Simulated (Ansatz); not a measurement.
```yaml
crystal:
  periodic: [false, false, false]
  atoms:
    - {symbol: C, position_ang: [2.475423, -2.723768, 1.077469]}
    - {symbol: O, position_ang: [2.537292, -0.581823, -0.386731]}
    - {symbol: Ga, position_ang: [-1.451695, 1.851557, 0.561628]}
    - {symbol: O, position_ang: [-4.136022, -0.999529, -0.026141]}
    - {symbol: O, position_ang: [-1.017047, 2.455176, -3.750721]}
    - {symbol: O, position_ang: [-1.561458, 4.876958, 2.977134]}
    - {symbol: H, position_ang: [4.330948, -4.295859, 0.749297]}
    - {symbol: H, position_ang: [0.653279, -4.893296, -0.485296]}
    - {symbol: H, position_ang: [1.661380, -3.234052, 4.196589]}
    - {symbol: H, position_ang: [2.707059, 0.112655, -1.568324]}
    - {symbol: H, position_ang: [-5.240854, -2.213421, -1.813411]}
    - {symbol: H, position_ang: [-0.120412, 4.957591, -4.160386]}
    - {symbol: H, position_ang: [0.017849, 5.834629, 2.899240]}
basis:
  gaussian: {orbitals: def2-SVP}
hamiltonian: {xc: {name: PBEsol}}
output: {forces: true}
```

```sh
$ ansatz run in.yaml --threads 4 --pin off --events-out ev --progress --plain --max-ram 11315MiB
```

Shortened log:

```
Functional definition: PBEsol
1491 factors; their error is unknown
mean field evaluation 1: about -61461.4946 eV, gradient 1.6e2 eV
mean field evaluation 2: about -59792.9929 eV, gradient 3.1e2 eV
mean field evaluation 4: about -61363.5032 eV, gradient 1.8e2 eV
mean field evaluation 8: about -61552.5502 eV, gradient 6.5e1 eV
mean field evaluation 16: about -61566.4600 eV, gradient 6.4e0 eV
mean field evaluation 32: about -61566.5463 eV, gradient 8.1e-3 eV
mean field evaluation 96: about -61566.5451 eV, gradient 1.3e-3 eV
mean field evaluation 352: about -61566.5425 eV, gradient 5.6e-8 eV
mean field -61566.54989426 eV, -2262.5289773077 hartree, gradient 8.1e-9 eV, S^2 0.000000; 14 other end points of the search recorded, 0 dependent functions left out
reference -61566.54998984 eV, -2262.5289808203 hartree; 38, 38 occupied and 99, 99 virtual orbitals, 1491 factors
Total energy: -61566.54998984 eV, -2262.5289808203 hartree
Atom 0 at     2.475423    -2.723768     1.077469 Å, force     1.194605    -0.608647    -1.220677 eV/Å
Atom 1 at     2.537292    -0.581823    -0.386731 Å, force     0.171102     2.183316    -3.228131 eV/Å
Atom 2 at    -1.451695     1.851557     0.561628 Å, force    -0.106814     0.098639    -0.054330 eV/Å
Atom 3 at    -4.136022    -0.999529    -0.026141 Å, force    -0.693567    -0.753861    -1.349405 eV/Å
Atom 4 at    -1.017047     2.455176    -3.750721 Å, force     0.467286     1.316713     0.052688 eV/Å
Atom 5 at    -1.561458     4.876958     2.977134 Å, force     3.323598     1.608555    -0.487610 eV/Å
Atom 6 at     4.330948    -4.295859     0.749297 Å, force    -1.528894     1.262630     0.212551 eV/Å
Atom 7 at     0.653279    -4.893296    -0.485296 Å, force     0.366103     0.400506     0.296872 eV/Å
Atom 8 at     1.661380    -3.234052     4.196589 Å, force     0.100800     0.078709    -0.392618 eV/Å
Atom 9 at     2.707059     0.112655    -1.568324 Å, force    -0.434679    -3.216405     4.349795 eV/Å
Atom 10 at    -5.240854    -2.213421    -1.813411 Å, force     0.951086     1.039781     1.450619 eV/Å
Atom 11 at    -0.120412     4.957591    -4.160386 Å, force    -0.486511    -1.354418     0.233088 eV/Å
Atom 12 at     0.017849     5.834629     2.899240 Å, force    -3.324116    -2.055520     0.137158 eV/Å
Dipole moment:     0.075441     0.526962     0.072050 e Å
```

**Question.** What is wrong with this run?

**Answer.** The geometry is stretched to more than twice its size. The calculation finished and met its thresholds. The result belongs to that input, not to the molecule as meant.
